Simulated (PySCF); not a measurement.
## ReH₃⁺, quartet: molecular constants

All numbers come from UPBE in PySCF with Re def2-TZVP with ECP60, H def2-TZVP; scalar-relativistic core potentials, no spin–orbit coupling; density-fitted integrals.

The structure is a minimum.

Z-matrix (Å, degrees; charge 1 multiplicity 4):
```
Re
H  1 1.6418
H  1 1.6418 2 97.70
H  1 1.6418 2 97.70 3 -98.91
```

| Quantity | Value |
| --- | --- |
| Point group | C3v |
| Bond lengths | Re–H 1.642 Å (×3) |
| Bond angles | H–Re–H 97.7° (×3) |
| Heat capacity Cp at 298.15 K | 54.2 J/(mol K) |
| Principal polarisabilities | 30.1, 34.1, 34.1 bohr³ |
| Principal quadrupole moments (Buckingham, traceless) about the centre of mass | -0.06, 0.03, 0.03 D Å |
| Dipole moment about the centre of mass | 1.29 D |
| Enthalpy at 298.15 K above 0 K | 13.19 kJ/mol |
| Highest occupied level (α) | -13.70 eV |
| Zero-point energy | 43.5 kJ/mol |
| Lowest empty level (β) | -11.04 eV |
| Rotational symmetry number | 3 |
| Spin squared ⟨S²⟩ | 3.784 |
| Rotational constants | 3.346, 3.346, 2.736 cm⁻¹ |
| Entropy at 298.15 K and 1 bar (electronic part: spin only) | 263.8 J/(mol K) |

Harmonic modes (masses in u: Re 186.956, H 1.008):
| symmetry | ω (cm⁻¹) | IR (km/mol, summed over degenerate members) | μ (u) |
| --- | --- | --- | --- |
| a1 | 259 | 27.3 | 1.02 |
| e | 328 | 14.4 | 1.01 |
| e | 2115 | 8.8 | 1.01 |
| a1 | 2133 | 13.2 | 1.01 |

In C3v the vibrations span 2a1 + 2e.

Charges (e):
```tsv
atom	Mulliken	Löwdin	polar tensor	spin (Mulliken)	Mayer order to Re1
Re1	0.65	0.84	1.12	3.35	–
H2,3,4	0.12	0.05	-0.04	-0.12	0.97
```

Mulliken populations on Re1 (electrons outside its core potential): s 2.96, p 6.14, d 5.23, f 0.01.

Formally Re is in oxidation state +4, d3, with 3 unpaired electrons (the high-spin count). The Mulliken spin on Re is 3.35. The polar-tensor charge on Re, 1.12, is far below the formal one.

This need not be the most stable arrangement of these atoms. Other spin states or occupations of the open shell can lie lower. Spin–orbit coupling, left out here, can matter for elements this heavy.

The final relaxation and frequency run took 16 s on 2 threads of a shared Arm Neoverse V1 host, with 58 basis functions and 9 gradients; the process peaked at 0.74 GiB.
